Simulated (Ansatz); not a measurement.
Consider the redistribution: `O[B](O)[SbH2]` + `C1O[SiH2]O1` → `O[BH][SbH2]` + `O[SiH]1OCO1`.

Gas-phase electronic energies from Ansatz, PBE0-D4/def2-TZVP geometries. CCSD(T)/CBS adds triple-zeta CCSD(T) − MP2 to the extrapolated MP2 energy (def2 sets, frozen cores). Functionals use def2-TZVPP. B3LYP here is the variant with VWN-RPA as its local correlation; programs differ in this. HSE06 is defined as in plane-wave codes. Elements past krypton have def2 core potentials. For Sb outer-core shells are correlated without core-valence functions, which leaves a few kJ/mol of doubt a bond. Each species was taken in one conformer, which may not be the lowest.

Question: Is it downhill or uphill in electronic energy at CCSD(T)/CBS, and by how much? (Best estimate.)

Answer: Ansatz gave: Downhill: ΔE = -3.7 kcal/mol.

Question: What do these levels give: BLYP-D4, B3LYP-D4, HSE06-D4, BHLYP-D4, ωB97X-V, PBE0, BHLYP, LC-ωPBE, RPA@PBE/def2-TZVPP, MP2/def2-TZVPP, SCS-MP2/def2-TZVPP, MP2/CBS(def2)? (An estimate is asked.)

Answer: Computed: BLYP-D4 -2.6, B3LYP-D4 -2.8, HSE06-D4 -2.6, BHLYP-D4 -2.9, ωB97X-V -3.1, PBE0 -2.7, BHLYP -2.9, LC-ωPBE -3.1, RPA@PBE/def2-TZVPP -3.2, MP2/def2-TZVPP -3.7, SCS-MP2/def2-TZVPP -3.6, MP2/CBS(def2) -4.0 kcal/mol.

Question: What do rigid-rotor, harmonic-oscillator terms from PBE0-D4/def2-TZVP frequencies (298.15 K, 1 bar) make of the CCSD(T)/CBS value? (Best estimate.)

Answer: Ansatz gave: ΔZPE = +0.5 kcal/mol, ΔH = -3.2 kcal/mol, ΔS = 5 J/(mol·K), ΔG = -3.6 kcal/mol.

Largest T1 diagnostic among the species: 0.015.

At CCSD(T), def2-SVP lies +6.1 kcal/mol from the extrapolated value and def2-TZVPP +0.2 kcal/mol. In def2-TZVPP, CCSD(T) changes the Hartree–Fock value by −0.8 kcal/mol (the triples alone add −0.1 kcal/mol) and MP2 by −1.0 kcal/mol.
